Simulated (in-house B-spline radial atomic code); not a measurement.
Configurations of F, with energies counted from [He] 2s2 (2p1/2)2 (2p3/2)3. Computed with a B-spline radial code for spherical atoms: Dirac-Hartree-Fock, average of each configuration as written, Fermi nucleus of rms radius 2.8976 fm. Energies include first-order Breit, QED and recoil terms.

Occupations are held fixed; configurations that lie above the ionisation limit could autoionise.

```
                      configuration  E - E(ref) (eV)  highest orbital  its <r> (bohr)
         [He] 2s2 (2p1/2)1 (2p3/2)4         0.045997            2p3/2           1.089
[He] 2s2 (2p1/2)1 (2p3/2)3 (4f7/2)1           16.059            4f7/2              18
     [He] 2s2 (2p1/2)2 (2p3/2)2 5s1           16.283            5s1/2           21.36
[He] 2s2 (2p1/2)1 (2p3/2)3 (6d5/2)1            16.53            6d5/2           50.82
[He] 2s1 (2p1/2)1 (2p3/2)4 (3d3/2)1           38.653            3d3/2           10.43
[He] 2s1 (2p1/2)1 (2p3/2)4 (4d3/2)1           39.317            4d3/2           20.89
[He] 2s1 (2p1/2)2 (2p3/2)3 (5g7/2)1           39.571            5g7/2            27.5
```

(1) Order these further configurations by energy, lowest first.
A. [He] 2s1 (2p1/2)1 (2p3/2)4 (6g9/2)1
B. [He] 2s2 (2p3/2)4 (3p3/2)1
C. [He] 2s2 (2p1/2)1 (2p3/2)3 (6f7/2)1
D. [He] 2s2 (2p1/2)1 (2p3/2)3 (3d5/2)1
E. [He] 2s2 (2p1/2)2 (2p3/2)2 (4d3/2)1

(2) How far above the reference does [He] 2s1 (2p1/2)2 (2p3/2)3 (6f7/2)1 lie?

(3) How far above the reference does [He] 2s1 (2p1/2)1 (2p3/2)4 (4f5/2)1 lie?

Results:

(1) B (15.292 eV), D (15.392 eV), E (16.387 eV), C (16.531 eV), A (39.792 eV).

(2) 39.737 eV; its least bound orbital is 6f7/2 with <r> = 48 bohr.

(3) 39.32 eV; its least bound orbital is 4f5/2 with <r> = 18 bohr.
